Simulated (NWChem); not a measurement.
# A calculation on CdS

```xyz
2

Cd     0.0000     0.0000     0.5614
S      0.0000     0.0000    -1.6843
```
Charge 0, spin multiplicity 1.

The numbers come from NWChem runs, not from measurements. The geometry was optimised at PBE0/def2-SVP with def2 effective core potentials on Cd, a minimum by its harmonic frequencies.

Symmetry labels belong to the abelian group C2v used in the runs, with the axes of the coordinates shown; states degenerate in a higher group split over its labels.

Effective core potentials replace the inner electrons of Cd; spin-orbit coupling is left out. B3LYP has NWChem's definition, with VWN1-RPA local correlation. The structure started from a generated list of species.

Task: List the lowest 6 singlet excitations that TD-B3LYP/def2-SVPD with def2 effective core potentials on Cd, VWN1-RPA local correlation gives, with oscillator strengths.

Result: 
```
state  symmetry  energy (eV)  wavelength (nm)      f
-----  --------  -----------  ---------------  -----
1            b1         0.55             2256  0.001
2            b2         0.55             2256  0.001
3            a1         3.64              341  0.074
4            a2         4.14              299  0.000
5            a2         4.22              294  0.000
6            a1         4.22              294  0.000
```
